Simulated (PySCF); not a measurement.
AlCl, SMILES [Al][Cl] (connectivity only; charge and spin as stated), charge +1, multiplicity 2. Atoms are numbered in the order given.

```xyz
2

Al     0.0000     0.0000    -1.1466
Cl     0.0000     0.0000     0.8768
```
Charge +1, spin multiplicity 2.

The structure is a stationary point at PBE0-D3(BJ)/def2-TZVPD. The multiplicity is an assumed one; other spin states were not compared.

Two levels are set side by side: PBE/pcH-1 (PySCF) and PBE0/pcH-1 (PySCF). Contact hyperfine couplings, same geometry. Differences are taken from unrounded values.

| quantity | PBE0 |
|---|---|
| A(iso) of 27Al, atom Al1 (MHz) | 2181.3 |
| A(iso) of 35Cl, atom Cl2 (MHz) | 4.8 |

**Question.** What does PBE give, and how far is it from PBE0? (An estimate is asked for; the answer gives what the named calculation found.)

**Answer.** 
```
quantity                           PBE  PBE minus PBE0
------------------------------  ------  --------------
A(iso) of 27Al, atom Al1 (MHz)  2120.6           -60.7
A(iso) of 35Cl, atom Cl2 (MHz)     3.2            -1.5
```

Rough cost on one machine, each run with all the roots and properties that it gave: PBE0 against PBE within a factor of 2.
